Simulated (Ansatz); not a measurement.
Basis-set extrapolation for `F/C=C(/F)C=C(F)F` (PBE0-D4/def2-TZVP geometry, frozen core, Ansatz 0.2.0). Multiplicity 1, RHF reference.

|  | def2-TZVPP | def2-QZVPP |
| --- | --- | --- |
| HF | -550.555375 | -550.578890 |
| MP2 correlation | -1.600978 | -1.737574 |
| CCSD(T) correlation | -1.680088 | not run |

Energies in hartree. Use E(X) = E(∞) + A·exp(−7.88·√X) for Hartree–Fock and E(X) = E(∞) + B·X^(−2.97) for correlation, with X = 3 and 4, and add CCSD(T) minus MP2 of the smaller set to the MP2 limit.

What is the CCSD(T) energy at the basis-set limit?

HF limit: -550.578890 + (-0.023515) × 0.13774 = -550.58213. MP2 limit: -1.737574 + (-0.136596) × 0.74074 = -1.83876. Higher-order term: -1.680088 − (-1.600978) = -0.07911. Total: -552.50000 hartree, 694.5 kJ/mol below CCSD(T)/def2-TZVPP.
